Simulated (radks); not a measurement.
Mn3+, configuration [Ar] 3d3 4p1 (not the ground configuration).

Method: scalar-relativistic Kohn-Sham, r2SCAN, spin-polarised, spherical densities, finite nucleus; open shells are filled with parallel spins first; meta-GGA in the generalised Kohn-Sham scheme; Fermi nuclear charge, rms radius 3.7057 fm; computed with a radial shooting solver on a logarithmic mesh with Libxc functionals.

Energy parts (hartree):
| part | energy |
|---|---|
| total | -1155.80816 |
| kinetic | 1168.73227 |
| electron-nucleus | -2722.58534 |
| Hartree | 448.91531 |
| exchange-correlation | -50.87040 |

Orbitals (lengths in bohr, moments of r in powers of bohr; <r^-3> diverges for s and p1/2):
orbital  occ.  eigenvalue (hartree)  <r^-3>
1s up       1             -238.8576       -
1s down     1             -238.8552       -
2s up       1             -29.46525       -
2s down     1             -29.38458       -
2p up       3             -25.17192   417.9
2p down     3             -25.10830   419.5
3s up       1              -5.00253       -
3s down     1              -4.81572       -
3p up       3              -3.78402   54.72
3p down     3              -3.59725   53.56
3d up       3              -1.88667   5.273
3d down     0              -1.69011   5.221
4p up       1              -0.98641   6.928

The highest occupied level is 4p up at -26.842 eV. The configuration is held as typed, so some empty levels lie below it. Summed over all electrons, <r^2> = 18.41 bohr^2, which gives a Langevin (diamagnetic) susceptibility term of -14.6 x 10^-6 cm^3/mol. The spin density at the nucleus is -0.604 e/bohr^3 (1s -0.082, 2s -2.179, 3s 1.657). The electron density at the nucleus is 1.325e+04 e/bohr^3 (large components only). Spin moment in Bohr magnetons: 4.
